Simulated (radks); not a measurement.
Species: Hf I. Configuration: [Xe] 4f14 5d2 6s2. All-electron calculation, non-relativistic Kohn-Sham, PBE, spin-polarised, spherical densities, point nucleus; open shells are filled with parallel spins first (spin-orbit coupling, left out, can overturn this in heavy ions); relativity is left out, which matters for an element this heavy. Program: a radial shooting solver on a logarithmic mesh with Libxc functionals.

Unscreened Slater integrals over Kohn-Sham orbitals (hartree). They are taken over the spin-up orbitals.

\begin{tabular}{lr}
integral & value \\ \hline
F0(5d,5d) & 0.39692 \\
F2(5d,5d) & 0.19598 \\
F4(5d,5d) & 0.12598 \\
F0(5d,6s) & 0.28431 \\
G2(5d,6s) & 0.077617 \\
F0(5d,4f) & 0.53204 \\
F2(5d,4f) & 0.10791 \\
F4(5d,4f) & 0.049014 \\
G1(5d,4f) & 0.043191 \\
G3(5d,4f) & 0.035805 \\
G5(5d,4f) & 0.027427 \\
F0(5d,5p) & 0.48069 \\
F2(5d,5p) & 0.21999 \\
G1(5d,5p) & 0.25679 \\
G3(5d,5p) & 0.15621 \\
F0(6s,6s) & 0.24282 \\
F0(6s,4f) & 0.32104 \\
G3(6s,4f) & 0.0077132 \\
F0(6s,5p) & 0.30646 \\
G1(6s,5p) & 0.018924 \\
F0(4f,4f) & 1.4215 \\
F2(4f,4f) & 0.67855 \\
F4(4f,4f) & 0.42636 \\
F6(4f,4f) & 0.30692 \\
F0(4f,5p) & 0.79531 \\
F2(4f,5p) & 0.24353 \\
G2(4f,5p) & 0.10813 \\
G4(4f,5p) & 0.086308 \\
F0(5p,5p) & 0.64605 \\
F2(5p,5p) & 0.34746 \\
\end{tabular}

Derived for the open shells (J is the average intra-shell exchange parameter used in DFT+U). 5d: Racah B = F2/49 - 5 F4/441 = 0.002571 hartree, C = 35 F4/441 = 0.009998 hartree, C/B = 3.89, F4/F2 = 0.643, J = (F2 + F4)/14 = 0.02300 hartree.
